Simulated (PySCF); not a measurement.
## Bond length, frequency and bond energy of CaS⁺ by level of theory

State: ²Π (doublet), unpaired electrons π ↑. Set-up: PySCF, no relativity, basis sets Ca def2-SVPD, S def2-SVPD. De refers to Ca⁺ + S in their high-spin ground configurations, without counterpoise correction. The functionals are run spin-unrestricted. A positive dipole points towards S; it is taken about the centre of mass and depends on that origin.

```tsv
Level	Re (Å)	ωe (cm⁻¹)	De (eV)	μ (D)	CPU s a point (SCF and correlation, without the integrals)
UHF	2.529	394	1.49	-11.83	0.2
UHF-MP2	2.522	383	2.21	n/a	0.3
UHF-SCS-MP2	2.526	382	2.21	n/a	n/a
UHF-CCSD	2.529	379	2.14	n/a	n/a
UHF-CCSD(T)	2.532	375	2.21	n/a	4.3
PBE	2.462	400	3.18	-9.30	0.55
PW91	2.461	400	3.24	-9.25	0.4
BP86	2.463	401	3.19	-9.42	0.38
r²SCAN	2.466	408	3.18	-9.98	0.72
TPSSh	2.467	406	3.17	-9.89	0.83
PBE0	2.460	409	2.97	-9.98	0.97
```

Q: Which functional lies closest to UHF-CCSD(T) in De, which farthest, and by how much do they differ from it?

A: Closest is PBE0 (-7.2 pm in Re, +9.1 % in ωe, +0.76 eV in De against UHF-CCSD(T) in the same basis), farthest PW91 (-7.1 pm in Re, +6.7 % in ωe, +1.03 eV in De). CCSD(T) converges more slowly with the basis than the functionals do and binds too weakly in this one, so the order can change at the basis-set limit.

Q: What does a quarter of exact exchange do here, going from PBE to PBE0?

A: PBE0 less PBE: -0.2 pm in Re, +2.2 % in ωe, -0.21 eV in De. Exact exchange removes part of the self-interaction that spreads semilocal densities, and in most molecules shortens and stiffens the bond and lowers De; so it does here.

Q: What does the step from GGA to meta-GGA do here, going from PBE to r²SCAN?

A: r²SCAN less PBE: +0.4 pm in Re, +2.0 % in ωe, +0.00 eV in De. 

Correlated steps freeze 10 core orbitals. Correlated levels converge slowly with the basis: in double zeta they bind strong bonds too weakly, by up to about 1 eV, and carry superposition errors of some tenths. For an ion De counts to the pair picked by the measured ionisation energies or electron affinities, which need not be the lowest pair at this level. The state was picked by a PBE0 search and need not be the measured ground state.

The whole job (state search and all levels along the bond) took about 1.9 min on 1 thread of Intel Xeon Platinum 8488C (shared host), peak memory 0.64 GiB.
